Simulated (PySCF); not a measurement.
I6In2, SMILES [I+]1[In-]([I+][In-]1([I])[I])([I])[I]. Atoms are numbered in the order given.

```xyz
8

In     1.9593     0.0000    -0.0006
In    -1.9593     0.0000    -0.0006
I      0.0000    -2.0913    -0.0095
I      0.0000     2.0913    -0.0095
I      3.1841     0.0000     2.3599
I      3.2056     0.0000    -2.3499
I     -3.1841     0.0000     2.3599
I     -3.2056     0.0000    -2.3499
```
Charge 0, spin multiplicity 1.

Geometry optimised at PBE0-D3(BJ)/def2-SVP. The def2 effective core potentials stand for the cores of I, In; spin–orbit coupling is left out.

Calculation: CAM-B3LYP/def2-SVP (PySCF).

Problem. Estimate the frontier levels, gap, dipole moment and polarisability. (Estimate from the structure and the level; the computed values follow.)

Solution. 
| Property | Result |
|---|---|
| highest occupied level | -8.97 eV |
| lowest empty level | -2.45 eV |
| orbital gap | 6.52 eV |
| dipole moment | 0.002 e·Å |
| quadrupole, principal values (traceless, Buckingham form, about the centre of nuclear charge) | -8.42, -2.36, 10.79 D·Å |
| mean static polarisability | 245.7 bohr³ (36.41 Å³) |
| polarisability, principal values | 183.5, 270.7, 282.9 bohr³ |
